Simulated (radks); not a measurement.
Spherical quantum dot in the effective-mass picture: electrons in a hard-walled sphere of radius 1.62, with a point charge +1 (a donor) at the centre, all in effective atomic units (hartree* = m*/eps^2 hartree, bohr* = eps/m* bohr), one dielectric constant everywhere. Calculated with a radial shooting solver with Libxc functionals: non-relativistic Kohn-Sham, LDA (Slater exchange, Perdew-Wang correlation), spin-polarised, spherical densities. Levels are named by radial order and angular momentum (1s, 1p, 1d, 2s, ...), and open shells are averaged over m. Results are scaled to m* = 0.327 and eps = 8.2, for which hartree* = 132.3 meV and bohr* = 1.327 nm.

N = 16, configuration 1s2 1p6 1d(up 5, down 3). This is the lowest configuration that the search found. Occupied and some empty levels:

level    occupation  eigenvalue (meV)  <r> (nm)
1s up             1            1868.0     1.176
1s down           1            1876.7     1.172
1p up             3            2083.2     1.360
1p down           3            2093.4     1.359
1d up             5            2368.6     1.455
1d down           3            2379.3     1.455
2s up             0            2536.3    0.9995
2s down           0            2541.9     1.002
1f up             0            2727.4     1.521
1f down           0            2738.1     1.521
2p up             0            3093.9     1.127
2p down           0            3100.7     1.126

Energy (meV): total 21138.5, kinetic 10518, external -2216.4, Hartree 14707, exchange-correlation -1870.0.
